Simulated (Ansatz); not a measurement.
Basis sets compared for C18H22, a cluster. The state is a singlet with charge 0. Geometry PBE-D4/def2-SVP. Ansatz on 2 threads of AMD EPYC 7R13 on a shared host and a share (18 GiB) of an NVIDIA H100 80GB HBM3; times are rough, and most runs start from earlier orbitals.

```tsv
atom	x (Å)	y (Å)	z (Å)
C1	-0.894	2.657	-2.323
C2	0.042	1.449	-2.416
C3	0.094	0.577	-1.140
C4	-1.250	-0.118	-0.845
C5	-1.275	-0.940	0.459
C6	-2.623	-1.658	0.635
C7	-0.935	-0.091	1.675
C8	-1.704	1.044	2.010
C9	-1.394	1.820	3.136
C10	-0.302	1.479	3.951
C11	0.473	0.355	3.628
C12	0.158	-0.420	2.500
C13	1.239	-0.420	-1.210
C14	2.342	-0.313	-0.340
C15	3.408	-1.225	-0.406
C16	3.388	-2.266	-1.346
C17	2.296	-2.386	-2.220
C18	1.233	-1.473	-2.150
H19	-1.955	2.359	-2.198
H20	-0.836	3.280	-3.238
H21	-0.628	3.303	-1.460
H22	1.073	1.801	-2.635
H23	-0.247	0.812	-3.282
H24	0.309	1.259	-0.287
H25	-2.056	0.646	-0.808
H26	-1.513	-0.788	-1.694
H27	-0.486	-1.718	0.376
H28	-3.460	-0.933	0.712
H29	-2.632	-2.277	1.555
H30	-2.833	-2.323	-0.229
H31	-2.564	1.326	1.381
H32	-2.009	2.701	3.379
H33	-0.056	2.089	4.833
H34	1.332	0.077	4.260
H35	0.776	-1.296	2.245
H36	2.357	0.497	0.406
H37	4.260	-1.121	0.285
H38	4.221	-2.984	-1.397
H39	2.271	-3.199	-2.963
H40	0.382	-1.583	-2.842
```

Single mean-field runs in def2-TZVP are fitted with def2-universal-jkfit. Another isomer (singlet) lies 0.12 eV lower at PBE0-D4/def2-TZVP; other spin states weren't run for this one.

Binding counts from free atoms (C triplet, H doublet) in the same basis, without a counterpoise term.

| level | functions | energy (Eh) | HOMO (eV) | LUMO (eV) | binding per atom (eV) | wall time |
| --- | --- | --- | --- | --- | --- | --- |
| PBE-D4/def2-SVP | 362 | -697.7897 | -5.83 | -1.13 | 4.96 | 3.8 s |
| PBE0-D4/def2-SVP | 362 | -697.8869 | -6.83 | -0.25 | 4.89 | 5.5 s |

**Question.** Estimate the rows for PBE-D4/def2-TZVP (with forces), PBE0-D4/def2-TZVP.

**Answer.** 
| level | functions | energy (Eh) | HOMO (eV) | LUMO (eV) | binding per atom (eV) | wall time |
| --- | --- | --- | --- | --- | --- | --- |
| PBE-D4/def2-TZVP (with forces) | 690 | -698.5209 | -5.89 | -1.27 | 4.90 | 4.9 s |
| PBE0-D4/def2-TZVP | 690 | -698.6059 | -6.84 | -0.38 | 4.82 | 3.8 s |
